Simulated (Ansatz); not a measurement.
**Pulling the pair apart**

The pair of HCl (SMILES Cl, atoms 1–2) and H₂Te (SMILES [TeH2], atoms 3–5), both closed shells, in one local arrangement (a lower one may exist), relaxed at PBE0-D4/def2-TZVP:

Cl1  (0.235, 0.770, -2.568)
H2  (0.345, 0.306, -1.360)
Te3  (0.511, -0.644, 1.142)
H4  (-1.037, -1.222, 1.037)
H5  (-0.054, 0.789, 1.750)
(Å)

H₂Te is shifted rigidly along the line between the mean atom positions of the two fragments (negative: closer). Counterpoise interaction energies in kcal/mol. Computed with Ansatz 0.2.0 (basis: def2-TZVPPD); correlated methods freeze the cores. Filled d shells of the heavier atoms are correlated. Core potentials replace the inner electrons of the atoms past krypton. The def2 sets are not built for correlating such inner shells, so the correlated values are less sure here.

```tsv
shift (Å)	PBE0-D4	wB97M-V	HF
-0.27	-3.41	-1.56	3.12
-0.13	-4.00	-2.47	1.34
0.00	-4.14	-2.89	0.20
0.13	-4.03	-3.00	-0.50
0.32	-3.64	-2.86	-1.02
0.67	-2.73	-2.24	-1.22
1.34	-1.39	-1.17	-0.86
2.68	-0.37	-0.35	-0.31
```

Task: What does CCSD(T) give at these shifts? (An estimate is asked for; the value comes from the calculation.)

Result: The calculation gives: -0.70, -1.76, -2.31, -2.54, -2.52, -2.08, -1.15, -0.34 kcal/mol. For zero shift, CCSD(T) at an estimated basis limit (MP2 extrapolated from triple and quadruple zeta, plus CCSD(T) − MP2 in triple zeta) gives -2.88 kcal/mol. These are counterpoise interaction energies, counted from the two frozen fragments.

T1 diagnostic: at most 0.010.

For scale, one of the runs: CCSD(T)/def2-TZVPPD, 161 basis functions, launched by `ansatz run in.yaml --threads 2 --pin off --events-out ev --progress --plain --max-ram 5222MiB`. Time: 30 s of wall clock on 2 CPU threads of an Arm Neoverse V2; the host was shared. Peak host memory: 1.3 GiB.
